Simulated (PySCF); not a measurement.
Excitations are Tamm–Dancoff values on a coarser integration grid. The basis has no diffuse functions, so Rydberg states are missing or too high.

Cartesian coordinates (Å):
```xyz
21

B      1.1357    -1.5491     0.9629
C      0.9881    -0.7169    -0.3645
C      1.3290     0.7745    -0.2875
C      0.2291     1.5638     0.4161
C     -1.1350     1.3214    -0.2198
C     -1.4548    -0.1809    -0.3088
C     -1.5345    -0.7559     1.0338
N     -1.4981    -1.2101     2.1001
C     -0.3481    -0.9238    -1.0811
H      1.7346    -1.1072     1.9171
H      0.8081    -2.7133     0.9619
H      1.7731    -1.2338    -0.9642
H      2.2866     0.9186     0.2365
H      1.4644     1.1784    -1.3081
H      0.1911     1.2669     1.4791
H      0.4577     2.6412     0.4042
H     -1.9279     1.8450     0.3363
H     -1.1498     1.7177    -1.2495
H     -2.4304    -0.3305    -0.7993
H     -0.5959    -1.9932    -1.1598
H     -0.3227    -0.5130    -2.1053
```
Charge 0, spin multiplicity 1.

**Question.** Give the dipole moment, S1–T1 gap (TDA), total energy, LUMO and S1 oscillator strength at the level TPSSh-D3(BJ)/def2-TZVP // PBE0-D3(BJ)/def2-SVP in PySCF.

**Answer.** 
```yaml
dipole_moment: 4.32 D
S1–T1 gap (TDA): 0.61 eV
total_energy: -353.7217 Ha
LUMO: -1.24 eV
S1 oscillator strength: 0.005
```
